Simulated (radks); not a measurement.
Valence configurations of the vanadium ion V3+ (all share [Ar]). Calculated with a radial shooting solver on a logarithmic mesh with Libxc functionals: non-relativistic Kohn-Sham, SCAN, spin-polarised, spherical densities, point nucleus; open shells are filled with parallel spins first; meta-GGA in the generalised Kohn-Sham scheme. Energies are relative to 3d2; eigenvalues in eV for spin up.

| valence | E (eV) | moment (Bohr magnetons) | e(3d) | e(4p) | e(4s) |
|---|---|---|---|---|---|
| 3d2 | 0.000 | 2 | -37.884 | - | - |
| 3d1 4p1 | 18.235 | 2 | -45.218 | -25.179 | - |
| 4p2 | 40.549 | 2 | - | -28.081 | - |
| 3d1.5 4p0.5 | 8.678 | 2 | -41.558 | -23.365 | - |
| 3d0.5 4s0.5 4p1 | 25.592 | 2 | -48.492 | -26.451 | -33.036 |
| 4s1 4p1 | 33.714 | 2 | - | -27.695 | -34.603 |

NIST lists [Ar] 3d2 as the ground configuration; this level of theory agrees among the configurations tried. The energies are those of spherical high-spin densities, not of single terms. No valid solution was reached for [Ar] 3d1 4s1; [Ar] 3d1.5 4s0.5; [Ar] 4s2.
